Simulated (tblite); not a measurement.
Compound: C3H8ClOSi (doublet state).
Cartesian coordinates in Å at the GFN2-xTB level; atoms count from 1:
```xyz
14
C3H8ClOSi angstrom
C     -2.4042    0.2621   -0.2311
C     -1.5166   -0.9088   -0.0927
O     -0.1883   -0.7769    0.0404
Si     0.8443    0.4695   -0.0753
C      2.5027   -0.3696    0.3266
Cl     3.7800    0.8648    0.2223
H     -2.5168    0.8025    0.7174
H     -3.3908   -0.0514   -0.5610
H     -1.9854    0.9670   -0.9498
H     -1.8913   -1.8873    0.1516
H      0.5562    1.5244    0.8987
H      0.8891    1.0360   -1.4262
H      2.5483   -0.7785    1.3332
H      2.7722   -1.1543   -0.3762
```

Computed values, GFN2-xTB/tblite, gas phase, harmonic and unscaled. Against measured fundamentals such values can be off by several per cent, at times by over 20. Modes of hydrogen on silicon can be 10 to 20 % off. One conformer, not necessarily the lowest. Open shells enter through the occupations alone, without spin polarisation, and single modes of such species can be off by tens of per cent.

Harmonic wavenumbers (cm⁻¹): 46.9, 57.3, 78.3, 103.5, 183.4, 193.7, 200.8, 301.6, 472.6, 481.3, 590.2, 682.1, 737.1, 740.2, 755.4, 793.9, 803.8, 992.8, 995.5, 1087.3, 1130.1, 1189.1, 1246.3, 1327.4, 1392.5, 1433.8, 1453.6, 1471.5, 2220.3, 2261.8, 2876.7, 2992.1, 2998.4, 2999.3, 3045.3, 3103.9.

A = 10021, B = 817.8, C = 770.7 MHz; mass 123.003 u (most abundant isotopes); point group C1, symmetry number 1; spin multiplicity 2.

Q: Zero-point energy?

A: Half the sum of the wavenumbers: 21720 cm⁻¹ = 259.83 kJ/mol.

Q: Entropy at 500 K, 1 bar (ideal gas, RRHO, classical rotation)?

A: Translation 179.62, rotation 124.95, vibration 187.92, spin (R ln 2) 5.76: S = 498.3 J/(mol K).

Q: And Cp and H(500 K) − H(0)?

A: Cp = 190.39 J/(mol K), of which vibrations give 157.13 (their classical limit is 36 R = 299.3); H(500 K) − H(0) = 61.12 kJ/mol without the zero-point energy, 44.49 from vibrations.

Q: What must be added to the electronic energy to get the Gibbs energy at 500 K and 1 bar?

A: ZPE + [H(500 K) − H(0)] − T·S = 259.83 + 61.12 − 249.13 = 71.82 kJ/mol.

Q: Which modes carry the vibrational entropy at 500 K?

A: 46.9 cm⁻¹: 24.97; 57.3 cm⁻¹: 23.31; 78.3 cm⁻¹: 20.72; 103.5 cm⁻¹: 18.42; 183.4 cm⁻¹: 13.72; 193.7 cm⁻¹: 13.28 J/(mol K); the other 30 give 73.49 together.

Q: Blend soft modes into free rotors: weight 1/[1 + (100 cm⁻¹/ν̃)⁴] for the oscillator and the rest for a rotor with moment μB/(μ + B), μ = h/(8π²ν), B = 10⁻⁴⁴ kg m². What vibrational entropy results?

A: 167.76 J/(mol K) in place of 187.92, which changes −T·S at 500 K by +10.08 kJ/mol.

Hindered rotation and anharmonicity are outside this model. Other conformers, if any are populated, would add a mixing term that is left out. The structure is chiral; the term R ln 2 for an equal mix with its mirror image is left out.

On Arm Neoverse V2, one thread, no GPU, shared host, this took 0.33 s. The figure is for the frequency step alone.
